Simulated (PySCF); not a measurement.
C3H10FNSi, SMILES CC(C)(F)[SiH2]N. Atoms are numbered in the order given.

```xyz
16

C     -1.5534    -0.6794    -1.2366
C     -0.5779    -0.4573    -0.0926
C     -1.2702    -0.3395     1.2560
F      0.2619    -1.6094    -0.0248
Si     0.6672     0.9704    -0.4146
N      1.8668     1.1374     0.8232
H     -2.2251     0.1866    -1.3490
H     -1.0198    -0.8290    -2.1879
H     -2.1713    -1.5732    -1.0467
H     -1.9496     0.5276     1.2713
H     -1.8599    -1.2475     1.4657
H     -0.5301    -0.2138     2.0613
H     -0.0784     2.2622    -0.4900
H      1.3312     0.6624    -1.7125
H      2.4894     0.3599     1.0231
H      1.6573     1.6586     1.6684
```
Charge 0, spin multiplicity 1.

Geometry optimised at B3LYP-D3(BJ)/def2-SVP. This is a generated structure with no PubChem entry under its InChIKey; it may be hypothetical. One conformer was computed; it need not be the lowest.

Level of theory: TDA-LC-ωPBE/def2-SVPD run with PySCF.

Vertical excitations. 

```json
[
 {"state": "S1", "energy (eV)": "6.92", "λ (nm)": "179", "f": "0.028", "main pairs": "HOMO→LUMO 68 %, HOMO→LUMO+1 16 %"},
 {"state": "S2", "energy (eV)": "7.99", "λ (nm)": "155", "f": "0.009", "main pairs": "HOMO→LUMO+3 38 %, HOMO→LUMO+5 26 %, HOMO−1→LUMO 12 %"},
 {"state": "S3", "energy (eV)": "8.21", "λ (nm)": "151", "f": "0.009", "main pairs": "HOMO→LUMO+1 47 %, HOMO→LUMO 13 %, HOMO→LUMO+4 10 %, HOMO→LUMO+5 9 %"},
 {"state": "S4", "energy (eV)": "8.37", "λ (nm)": "148", "f": "0.026", "main pairs": "HOMO−1→LUMO 24 %, HOMO→LUMO+5 19 %, HOMO→LUMO+6 15 %, HOMO→LUMO+4 10 %"},
 {"state": "S5", "energy (eV)": "8.65", "λ (nm)": "143", "f": "0.038", "main pairs": "HOMO→LUMO+6 18 %, HOMO→LUMO+4 15 %, HOMO→LUMO+2 14 %, HOMO→LUMO+1 8 %"},
 {"state": "S6", "energy (eV)": "8.81", "λ (nm)": "141", "f": "0.103", "main pairs": "HOMO→LUMO+3 34 %, HOMO→LUMO+5 11 %, HOMO→LUMO+7 9 %, HOMO−1→LUMO 5 %"},
 {"state": "T1", "energy (eV)": "6.46", "λ (nm)": "192", "f": "0", "main pairs": "HOMO→LUMO 59 %, HOMO→LUMO+1 17 %"},
 {"state": "T2", "energy (eV)": "7.27", "λ (nm)": "171", "f": "0", "main pairs": "HOMO→LUMO+5 30 %, HOMO→LUMO+3 23 %, HOMO−1→LUMO 12 %"}
]
```
Triplets are in the Tamm–Dancoff approximation.
